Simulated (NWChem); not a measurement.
Molecule: C₇H₇, doublet; SMILES [c]1c(cccc1)C

Computed with NWChem. Pople sets run with spherical d functions. Spin-unrestricted. The geometry was optimised at PBE-D3(BJ)/def2-SVP, spin-unrestricted. Not confirmed as a minimum by frequencies. No stability test was run on the SCF state. Level: M05-2X/6-31G* with COSMO at NWChem's default radii, gas-phase geometry; rows give the dielectric constant. Reactions with the solvent are ignored.

```tsv
dielectric constant	electrostatic solvation energy (kcal/mol)	dipole in solution (D)
2.0	-1.6	0.73
4.8	-2.7	0.82
7.6	-3.0	0.85
25.0	-3.4	0.89
46.7	-3.4	0.90
```
